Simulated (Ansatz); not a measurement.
Cartesian coordinates (Å):
SMILES: [SiH3]C([SiH3])([SiH3])[SiH3]
```xyz
17

Si     0.9911     1.4660     0.6727
C      0.0000     0.0000     0.0000
Si     1.1426    -1.1263    -1.0049
Si    -1.3942     0.6374    -1.1108
Si    -0.7395    -0.9771     1.4430
H      1.5841     2.2507    -0.4543
H      2.0984     0.9815     1.5539
H      0.1039     2.3683     1.4702
H      2.2518    -1.6402    -0.1429
H      1.7371    -0.3708    -2.1509
H      0.3763    -2.2917    -1.5452
H     -2.3085     1.5300    -0.3332
H     -2.1892    -0.5081    -1.6525
H     -0.8285     1.4130    -2.2579
H      0.3483    -1.4893     2.3328
H     -1.5272    -2.1408     0.9305
H     -1.6463    -0.1026     2.2495
```
Charge 0, spin multiplicity 1.

Computed with frozen-core CCSD(T)/cc-pVDZ // PBE0-D4/def2-SVP (Ansatz, a program for electronic structure).

```
Item                             Value
----------------------  --------------
HF energy               -1200.57189 Ha
MP2 correlation energy     -0.56914 Ha
```

Task: Estimate the CCSD correlation energy, the (T) correction, the total energy and the T1 diagnostic.

Result: 
CCSD correlation energy: -0.66474 Ha
(T) correction: -0.01963 Ha
CCSD(T) total energy: -1201.25626 Ha
T1 diagnostic: 0.012
